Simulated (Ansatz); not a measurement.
The inner images of a band of AsH3O2 (6 atoms, charge 0, multiplicity 1) are given out of order.

Theory: RKS PBE0/def2-mTZVP in Ansatz.

First end point:

```xyz
6
Properties=species:S:1:pos:R:3
O -1.355 -0.043 -0.479
As 0.414 0.251 -0.585
O 0.933 -0.139 1.090
H -1.570 -0.867 -0.931
H 0.237 1.725 -0.237
H 1.384 -0.991 1.095
```

Last end point:

```xyz
6
Properties=species:S:1:pos:R:3
O -0.757 -0.315 -1.272
As 0.707 0.320 -0.466
O 0.522 -0.378 1.184
H -1.548 -0.135 -0.750
H 0.100 1.647 0.018
H 1.019 -1.202 1.240
```

Problem. Put them in order from the first end to the last, with their energies above the first end.
A.
```xyz
6
Properties=species:S:1:pos:R:3
O -1.259 0.074 -0.767
As 0.507 0.316 -0.567
O 0.701 -0.284 1.119
H -1.453 -0.871 -0.794
H 0.282 1.767 -0.140
H 1.264 -1.066 1.103
```
B.
```xyz
6
Properties=species:S:1:pos:R:3
O -0.707 -0.214 -1.326
As 0.676 0.473 -0.426
O 0.491 -0.422 1.126
H -1.441 -0.392 -0.723
H -0.039 1.691 0.182
H 1.063 -1.199 1.121
```
C.
```xyz
6
Properties=species:S:1:pos:R:3
O -0.808 -0.137 -1.296
As 0.658 0.463 -0.465
O 0.465 -0.416 1.096
H -1.400 -0.548 -0.652
H 0.058 1.741 0.146
H 1.069 -1.167 1.125
```
D.
```xyz
6
Properties=species:S:1:pos:R:3
O -1.176 0.074 -0.928
As 0.556 0.353 -0.549
O 0.595 -0.339 1.113
H -1.401 -0.842 -0.728
H 0.271 1.782 -0.072
H 1.198 -1.091 1.118
```
E.
```xyz
6
Properties=species:S:1:pos:R:3
O -1.073 0.039 -1.081
As 0.599 0.393 -0.526
O 0.513 -0.383 1.098
H -1.370 -0.784 -0.674
H 0.232 1.785 0.009
H 1.141 -1.114 1.127
```
F.
```xyz
6
Properties=species:S:1:pos:R:3
O -0.940 -0.041 -1.217
As 0.633 0.432 -0.497
O 0.471 -0.407 1.089
H -1.375 -0.683 -0.640
H 0.156 1.772 0.088
H 1.098 -1.138 1.130
```
G.
```xyz
6
Properties=species:S:1:pos:R:3
O -1.319 0.035 -0.618
As 0.457 0.280 -0.577
O 0.819 -0.215 1.113
H -1.513 -0.877 -0.863
H 0.269 1.747 -0.195
H 1.329 -1.033 1.094
```

Solution. G (+0.3 kcal/mol), A (+1.1 kcal/mol), D (+2.0 kcal/mol), E (+2.5 kcal/mol), F (+1.8 kcal/mol), C (+0.4 kcal/mol), B (-0.6 kcal/mol).

Run time: 2.6 min on 1 thread of Intel(R) Xeon(R) Processor, on a shared host, peak memory 0.2 GiB.
